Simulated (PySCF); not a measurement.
Isomers of C5H11Ga, from PBE0-D3(BJ)/def2-SVP geometry optimisation, gas phase (PySCF 2.14.0). One conformer each, no zero-point energy, no frequencies.

Question: Which isomer lies lower at this level?
A. `[CH3:1][C@@H:2]1[CH2:3][CH2:4][CH2:5][GaH:6]1` with C1–C2–C3–C4 -82°, C2–C3–C4–C5 -52°, C3–C4–C5–Ga6 35°, C4–C5–Ga6–C2 -12°: A = 2936, B = 2441, C = 1564 MHz, dipole 0.14 D
B. `[CH3:1][Ga:2]1[CH2:3][CH2:4][CH2:5][CH2:6]1` with C1–Ga2–C3–C4 -167°, Ga2–C3–C4–C5 -37°, C3–C4–C5–C6 52°, C4–C5–C6–Ga2 -36°: A = 5188, B = 1787, C = 1409 MHz, dipole 0.73 D

Answer: B. That is `[CH2]1CC[CH2][Ga]1[CH3]`, 8.1 kcal/mol below the other.

```tsv
SMILES	mapped SMILES	E (Eh)	relative (kcal/mol)	relative (kJ/mol)	dipole (D)
[CH3][Ga]1[CH2]CC[CH2]1	[CH3:1][Ga:2]1[CH2:3][CH2:4][CH2:5][CH2:6]1	-2121.13362	0.0	0.0	0.73
C[C@@H]1CC[CH2][GaH]1	[CH3:1][C@@H:2]1[CH2:3][CH2:4][CH2:5][GaH:6]1	-2121.12077	8.1	33.7	0.14
```
